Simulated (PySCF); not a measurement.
Levels of Cu¹⁸⁺ from EOM-EA-GCCSD

Reference: closed-shell Cu¹⁹⁺, [Ne]; one electron is added. Calculated with PySCF 2.14, two-component X2C-1e with screened spin-orbit coupling, an uncontracted even-tempered set (18 s from 1 bohr⁻², ratio 2.6; 12 p from 1.4 bohr⁻², ratio 2.6; 6 d from 1.4 bohr⁻², ratio 2.8; 3 f from 42 bohr⁻², ratio 2.8); frozen 1s2; the 50 highest virtual spinors dropped; of the others 44 kept and the rest restored at second order. No Breit or QED terms. Binding energies in eV.

| level | Koopmans |
| --- | --- |
| 3s1/2 | 669.79 |
| 3p1/2 | 629.03 |
| 3p3/2 | 624.40 |
| 3d3/2 | 568.85 |
| 3d5/2 | 568.13 |

(1) How does correlation move these levels?

For comparison, the ionisation energy of Cu¹⁸⁺ is 670.61 eV (semi-empirical (NIST evaluation); NIST Atomic Spectra Database, ionization energies).

Only part of the computed levels is shown.

Answers

(1) 3s1/2: second order 670.44, EOM-CCSD 670.44; 3p1/2: second order 629.75, EOM-CCSD 629.76; 3p3/2: second order 625.11, EOM-CCSD 625.11; 3d3/2: second order 569.34, EOM-CCSD 569.35; 3d5/2: second order 568.61, EOM-CCSD 568.62.
